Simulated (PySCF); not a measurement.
Dipole moment and polarisability of `COCCC(=O)F`

C4H7FO2.
Structure used (GFN2-xTB), in Å, numbered top down from 1:
```xyz
14
C4H7FO2 angstrom
C     -2.1195   -0.3095   -0.8011
O     -0.7280   -0.4979   -0.7732
C     -0.1487   -0.1812    0.4696
C      1.3666   -0.2634    0.3123
C      1.9064    0.9242   -0.4148
O      1.4142    1.9645   -0.6606
F      3.1996    0.6931   -0.7966
H     -2.3821    0.7369   -0.6063
H     -2.6207   -0.9439   -0.0595
H     -2.4483   -0.5878   -1.7997
H     -0.4881   -0.8920    1.2396
H     -0.4394    0.8336    0.7798
H      1.8584   -0.3139    1.2871
H      1.6290   -1.1632   -0.2485
```

Level: wB97X-D/def2-SVPD (PySCF), static field, nuclei fixed, core orbitals frozen in the response. The polarisability tensor in these axes (au):

```
x   65.17  0.53  0.90
y    0.53 55.16 -2.85
z    0.90 -2.85 51.29
```

Question: Give the principal values, the mean and the anisotropy Δα = √{½[(α1 − α2)² + (α2 − α3)² + (α1 − α3)²]}.

Answer: Principal values 49.71, 56.67 and 65.24 au; mean 57.21 au = 8.48 Å³ = 9.43 × 10⁻⁴⁰ C²·m²/J; Δα = 13.47 au (24 % of the mean).

Question: What is the dipole moment, and where does it point?

Answer: (-1.79, -2.08, 2.29) D, 3.58 D in size, pointing from the negative to the positive side. Measured along this direction, the outermost atoms are F7 at the negative end and H9 at the positive end.

Question: Form Σ f/ω² (atomic units) for the 8 lowest TDDFT singlets, given as eV and f, and set it beside the mean polarisability, which is this sum over all singlets: 6.20, 0.0007; 7.09, 0.0040; 7.60, 0.0273; 8.48, 0.0049; 8.51, 0.0008; 8.69, 0.0330; 8.91, 0.0076; 8.97, 0.0427.

Answer: They add up to 1.27 au, 2.2 % of the 57.21 au; the largest single term is 0.39 au, from the state at 8.97 eV. Terms in order: 0.01, 0.06, 0.35, 0.05, 0.01, 0.32, 0.07, 0.39 au. Higher excitations give the rest. The strengths listed sum to 0.121.

Question: Traceless (Buckingham) quadrupole moment about the centre of nuclear charge: eigenvalues?

Answer: -6.60, 0.48, 6.12 D·Å. The values depend on the origin, since the dipole doesn't vanish. The electronic extent ⟨r²⟩ about the same centre is 946 bohr², a root-mean-square distance of 2.18 Å for the 56 electrons.

Question: Refractivity n − 1 of an ideal gas of it at 400 K and 1 atm, from the electronic α?

Answer: N = p/kT = 1.8347 × 10¹⁹ cm⁻³, so n − 1 = 2π × N × 8.48 × 10⁻²⁴ cm³ = 977 × 10⁻⁶ at long wavelengths.

The structure is a single GFN2-xTB conformer in the gas phase; no vibrational or solvent corrections.
